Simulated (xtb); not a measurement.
CH5N2S (SMILES NC([NH3+])=S), charge +1, singlet, at a GFN2-xTB geometry; GFN2-xTB (xtb 6.7.1).

Input for xtb:
```
$ xtb mol.xyz --gfn 2 --chrg 1 --etemp 1000 --json

# file mol.xyz
9

N      1.13272355    -1.07190807    -0.25474547
C      0.11655556    -0.23660274    -0.05111200
N     -1.24763856    -0.93480136    -0.13643960
S      0.10764279     1.34012233     0.26005663
H      1.04219021    -2.05795163    -0.44565705
H      2.06805560    -0.69319618    -0.21595456
H     -1.95790376    -0.20395163     0.03487192
H     -1.35329073    -1.67200907     0.57652211
H     -1.41626422    -1.34826633    -1.06572110
```

The log (banner, timings and long lists left out):

```
   ID    Z sym.   atoms
    1    7 N      1, 3
    2    6 C      2
    3   16 S      4
    4    1 H      5-9

           -------------------------------------------------
          |                Calculation Setup                |
           -------------------------------------------------

           -------------------------------------------------
          |                 G F N 2 - x T B                 |
           -------------------------------------------------

          ...................................................
          :                      SETUP                      :
          :.................................................:
          :  # basis functions                  27          :
          :  # atomic orbitals                  26          :
          :  # shells                           14          :
          :  # electrons                        24          :
          :  max. iterations                   250          :
          :  Hamiltonian                  GFN2-xTB          :
          :  restarted?                      false          :
          :  GBSA solvation                  false          :
          :  PC potential                    false          :
          :  electronic temp.         1000.0000000     K    :
          :  accuracy                    1.0000000          :
          :  -> integral cutoff          0.2500000E+02      :
          :  -> integral neglect         0.1000000E-07      :
          :  -> SCF convergence          0.1000000E-05 Eh   :
          :  -> wf. convergence          0.1000000E-03 e    :
          :  Broyden damping             0.4000000          :
          :  net charge                          1          :
          :  unpaired electrons                  0          :
          ...................................................

 iter      E             dE          RMSdq      gap      omega  full diag
   1    -13.2858743 -0.132859E+02  0.632E+00    3.53       0.0  T
   2    -13.4409542 -0.155080E+00  0.368E+00    2.51       1.0  T
   3    -13.4538739 -0.129197E-01  0.182E+00    2.57       1.0  T
   4    -13.4534142  0.459703E-03  0.633E-01    2.33       1.0  T
   5    -13.4542823 -0.868099E-03  0.348E-01    2.44       1.0  T
   6    -13.4546795 -0.397117E-03  0.108E-01    2.39       1.0  T
   7    -13.4546830 -0.350840E-05  0.487E-02    2.39       1.0  T
   8    -13.4546849 -0.197595E-05  0.268E-02    2.39       1.2  T
   9    -13.4546869 -0.195154E-05  0.358E-03    2.39       9.3  T
  10    -13.4546869 -0.401596E-07  0.139E-03    2.39      23.9  T
  11    -13.4546869 -0.607403E-08  0.359E-04    2.39      92.8  T
  12    -13.4546869 -0.284956E-09  0.245E-05    2.39    1358.0  T

   *** convergence criteria satisfied after 12 iterations ***

         :::::::::::::::::::::::::::::::::::::::::::::::::::::
         ::                     SUMMARY                     ::
         :::::::::::::::::::::::::::::::::::::::::::::::::::::
         :: total energy             -13.304956837824 Eh    ::
         :: gradient norm              0.000038967830 Eh/a0 ::
         :: HOMO-LUMO gap              2.390587172785 eV    ::
         ::.................................................::
         :: SCC energy               -13.454684965265 Eh    ::
         :: -> isotropic ES            0.127097112319 Eh    ::
         :: -> anisotropic ES         -0.012106784954 Eh    ::
         :: -> anisotropic XC          0.009694589503 Eh    ::
         :: -> dispersion             -0.003909058194 Eh    ::
         :: repulsion energy           0.149728127441 Eh    ::
         :: add. restraining           0.000000000000 Eh    ::
         :: total charge               1.000000000036 e     ::
         :::::::::::::::::::::::::::::::::::::::::::::::::::::

           -------------------------------------------------
          |                Property Printout                |
           -------------------------------------------------

    * Orbital Energies and Occupations

         #    Occupation            Energy/Eh            Energy/eV
      -------------------------------------------------------------
         1        2.0000           -0.9176376             -24.9702
         2        2.0000           -0.8944890             -24.3403
         3        2.0000           -0.8718893             -23.7253
         4        2.0000           -0.8292993             -22.5664
         5        2.0000           -0.8132175             -22.1288
         6        2.0000           -0.8047340             -21.8979
         7        2.0000           -0.7787085             -21.1897
         8        2.0000           -0.7338544             -19.9692
         9        2.0000           -0.6989738             -19.0200
        10        2.0000           -0.6769688             -18.4213
        11        2.0000           -0.5781705             -15.7328
        12        2.0000           -0.5437688             -14.7967 (HOMO)
        13        0.0000           -0.4559164             -12.4061 (LUMO)
        14                         -0.3365040              -9.1567
        15                         -0.2853584              -7.7650
        16                         -0.2200012              -5.9865
        17                         -0.1689788              -4.5981
        18                         -0.1528100              -4.1582
        19                         -0.1513842              -4.1194
        20                         -0.1081415              -2.9427
        21                         -0.0894590              -2.4343
        22                         -0.0772146              -2.1011
        23                         -0.0752718              -2.0482
       ...                                ...                  ...
        26                          0.5465942              14.8736
      -------------------------------------------------------------
                  HL-Gap            0.0878525 Eh            2.3906 eV
             Fermi-level           -0.4998426 Eh          -13.6014 eV

     #   Z          covCN         q      C6AA      α(0)
     1   7 N        2.676    -0.203    25.410     7.487
     2   6 C        2.785     0.164    24.459     8.101
     3   7 N        3.519    -0.169    24.635     7.372
     4  16 S        1.059    -0.128   144.538    20.333
     5   1 H        0.860     0.226     0.982     1.552
     6   1 H        0.860     0.253     0.870     1.461
     7   1 H        0.859     0.298     0.720     1.330
     8   1 H        0.859     0.280     0.778     1.381
     9   1 H        0.859     0.280     0.778     1.381

 Mol. C6AA /au·bohr⁶  :        987.889295
 Mol. C8AA /au·bohr⁸  :      29958.594683
 Mol. α(0) /au        :         50.398175

Wiberg/Mayer (AO) data.
largest (>0.10) Wiberg bond orders for each atom

 ---------------------------------------------------------------------------
     #   Z sym  total        # sym  WBO       # sym  WBO       # sym  WBO
 ---------------------------------------------------------------------------
     1   7 N    3.462 --     2 C    1.338     5 H    0.923     6 H    0.913
                             4 S    0.260
     2   6 C    3.928 --     4 S    1.728     1 N    1.338     3 N    0.855
     3   7 N    3.651 --     8 H    0.901     9 H    0.901     7 H    0.895
                             2 C    0.855
     4  16 S    2.106 --     2 C    1.728     1 N    0.260
     5   1 H    0.949 --     1 N    0.923
     6   1 H    0.936 --     1 N    0.913
     7   1 H    0.911 --     3 N    0.895
     8   1 H    0.922 --     3 N    0.901
     9   1 H    0.922 --     3 N    0.901
 ---------------------------------------------------------------------------

Topologies differ in total number of bonds
Writing topology from bond orders to xtbtopo.mol

molecular dipole:
                 x           y           z       tot (Debye)
 q only:       -1.155      -2.611      -0.470
   full:       -1.185      -2.824      -0.511       7.891
molecular quadrupole (traceless):
                xx          xy          yy          xz          yz          zz
 q only:        6.819       2.482       0.171      -0.051       1.370      -6.990
  q+dip:        7.015       3.052       0.969       0.014       1.714      -7.983
   full:        6.529       3.197       0.993       0.079       1.618      -7.522

           -------------------------------------------------
          | TOTAL ENERGY              -13.304956837824 Eh   |
          | GRADIENT NORM               0.000038967830 Eh/α |
          | HOMO-LUMO GAP               2.390587172785 eV   |
           -------------------------------------------------

normal termination of xtb
```
